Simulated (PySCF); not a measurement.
Be(tBu)(SH) (C₄H₁₀BeS), SMILES C[C](C)([Be][SH])C.

Geometry optimised at B3LYP-D3(BJ)/def2-SVP. One conformer was computed; it need not be the lowest.

Level of theory: C-PCM-B3LYP/def2-SVP (PySCF 2.14.0).

The values are the electrostatic part of the solvation free energy, E(continuum) − E(gas) at the gas-phase geometry, in a cavity of scaled van der Waals radii (PySCF's table); cavitation and dispersion terms are not included. A continuum can't describe solvent molecules that bind to the metal. In vacuum the orbital gap is 6.46 eV. The dipole moment in vacuum is 1.00 D.

```tsv
solvent	ε	ΔG(elec) (kcal/mol)	dipole (D)	gap (eV)
water	78.36	___	___	___
1-octanol	9.86	-4.2	1.27	6.65
benzene	2.27	-2.4	1.15	6.57
```

Fill in the missing entries. (An estimate is asked for; the answer gives what the named calculation found.)


- water, ΔG(elec) (kcal/mol): -4.7
- water, dipole (D): 1.31
- water, gap (eV): 6.67
